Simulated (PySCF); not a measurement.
## Computed properties of Al(F)(Br)(OH) (AlBrFHO), SMILES [F][Al]([Br])[OH]

AlBrFHO, SMILES [OH][Al]([Br])[F]. Geometry: r2SCAN-D4/def2-SVP. One conformer was computed; it need not be the lowest. All values are computed for the isolated molecule unless a solvent is named; none is compared with measurement here.

**Structure.** The optimised structure has Cs symmetry. All 9 harmonic modes at r2SCAN-D4/def2-SVP (PySCF) are real, so it is a minimum. With heavy atoms numbered as in [Al:1]([F:2])([Br:3])[OH:4], the shortest bond between them is Al1–F2 at 1.658 Å and the longest Al1–Br3 at 2.226 Å.

**Vibrations.** The strongest infrared lines (harmonic, unscaled, degenerate partners summed) lie at 831 cm⁻¹ (170 km/mol, Al 39 %, F 36 %, O 19 %), 347 cm⁻¹ (163 km/mol, H 86 %, O 12 %), 537 cm⁻¹ (140 km/mol, H 66 %, O 27 %). The softest mode is at 169 cm⁻¹ and the zero-point energy is 10.9 kcal/mol.

**Electronic structure.** r2SCAN/def2-TZVPD (PySCF) places the frontier levels at -7.96 and -1.69 eV, a gap of 6.27 eV, and gives a dipole moment of 1.49 D and a mean polarisability of 48.0 bohr³.

**Excitations.** TDDFT-ωB97X/def2-SVPD (PySCF) has S1 at 6.85 eV (181 nm, f = 0.026, weak); the most intense of the 10 singlets computed lies at 8.93 eV (f = 0.33). T1 (TDA) is at 6.56 eV. No vertical singlet excitation falls in the visible range (under 3.1 eV).

**NMR.** GIAO shifts at KT2/pcSseg-1 (PySCF) (non-relativistic, atoms alike by connectivity averaged): ¹H at 2.3 ppm against TMS; ¹⁹F at -184.6 ppm against CFCl3. Without spin–orbit terms, shifts of atoms bonded to Cl or Br come out too high.
